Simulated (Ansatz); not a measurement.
Molecule: Si$_{2}$H$_{3}$ (charge 0, doublet). It need not be the lowest isomer of its formula. 
Structure (B3LYP-D3(BJ)/def2-TZVP (Ansatz, a program for electronic structure) minimum search):
SMILES: [SiH][SiH2]
```xyz
5

Si     1.1161    -0.5408    -0.0117
Si    -0.9794     0.3817     0.0185
H      1.6917     0.8646     0.1007
H     -1.3798     1.7919    -0.2380
H     -2.2258    -0.4283     0.0422
```
Charge 0, spin multiplicity 2.

Basis-set convergence of Hartree-Fock and MP2 correlation energies (hartree) with Ansatz. Cores are frozen in the correlated levels unless marked. Open shells are spin-unrestricted. Spin-orbit coupling is left out. Non-relativistic.

The UHF reference is spin-contaminated (<S^2> 0.19 over the pure value in the largest basis). The T1 diagnostic of CCSD in the largest basis is 0.049, which is high, so the coupled-cluster rows are less sure than usual.

| basis | functions | E(HF) | E(corr, MP2) |
|---|---|---|---|
| cc-pV(D+d)Z | 61 | -579.52586 | -0.16710 |
| cc-pV(T+d)Z | 120 | -579.54665 | -0.20608 |
| cc-pV(Q+d)Z | 218 | -579.55235 | -0.22091 |

Extrapolating the two largest sets (X = 3 and 4) as X^-3: E(corr) = (64·(-0.22091) - 27·(-0.20608))/37 = -0.2317 Eh, an estimate of the basis-set limit. The largest set recovers 95.3 % of it, the smallest 72.1 %.
